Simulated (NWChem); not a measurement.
System: B₂, triplet; SMILES [B][B]

Program: NWChem. Spin-unrestricted. All runs use the structure optimised with PBE0/def2-SVP, spin-unrestricted. No stability test was run on the SCF state. Total energies compare along this basis series because the functional is fixed.

```
level             basis functions  energy (Ha)  highest occupied level (eV)  lowest empty minus highest occupied level, either spin (eV)  <S²>
----------------  ---------------  -----------  ---------------------------  -----------------------------------------------------------  ----
TPSS/cc-pVDZ                   28     -49.4366                        -6.10                                                         0.98  2.01
TPSS/aug-cc-pVDZ               46     -49.4374                        -6.11                                                         0.96  2.01
TPSS/cc-pVTZ                   60     -49.4426                        -6.12                                                         0.99  2.01
TPSS/aug-cc-pVTZ               92     -49.4427                        -6.13                                                         0.98  2.01
TPSS/cc-pVQZ                  110     -49.4448                        -6.13                                                         0.99  2.01
```
